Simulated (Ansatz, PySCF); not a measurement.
Species: germanium monotelluride, GeTe, charge 0, multiplicity 1. SMILES: [Ge]=[Te]
Geometry: optimised at B3LYP-D3(BJ)/def2-TZVP (Ansatz, a program for electronic structure).

Quantity: atomisation energy (electronic, to ground-state atoms), in kJ/mol. Valence correlation only, unless marked. UHF or UKS for open shells. No spin-orbit coupling. The frozen core is the preceding noble-gas configuration, with the filled d and f shells of earlier blocks. In def2 rows, elements after Kr have scalar-relativistic effective core potentials. The coupled-cluster limit lacks core correlation, which all-electron functionals hold. CBS(X,Y): correlation extrapolated as X^-3; Hartree-Fock from the larger set.

| level | program | atomisation energy (kJ/mol) | minus last row | rough core time |
|---|---|---|---|---|
| HF/def2-TZVPD | PySCF | 205.2 | -222.3 | - |
| HF/def2-TZVPPD | Ansatz | 205.2 | -222.3 | - |
| TPSSh-D4/def2-TZVPD | PySCF + dftd4 | 441.8 | 14.3 | - |
| r2SCAN0/def2-TZVPD | Ansatz | 406.5 | -21.0 | under 20 s |
| B2GP-PLYP/def2-TZVPD | Ansatz | 419.5 | -8.0 | under 20 s |
| RI-MP2/def2-QZVPP | Ansatz | 427.2 | -0.3 | under 20 s |
| SCS-MP2/def2-QZVPPD | Ansatz | 418.3 | -9.2 | - |
| CCSD/CBS(def2-TZVPP,def2-QZVPP) | Ansatz | 396.2 | -31.3 | - |
| CCSD(T)/def2-SVP | Ansatz | 376.5 | -51.0 | under 20 s |
| CCSD(T)/CBS(def2-TZVPPD,def2-QZVPPD) | Ansatz | 427.5 | 0.0 | 25 s |

Core times are rough, on shared machines, summed over the molecules involved; a dash marks a level read off another run, or run on other hardware, by another program or under a memory cap.

The Hartree-Fock reference is unstable (checked in the largest basis), which strains HF and MP2. The T1 diagnostic of CCSD in the largest basis is 0.030, which is high, so the coupled-cluster rows are less sure than usual.
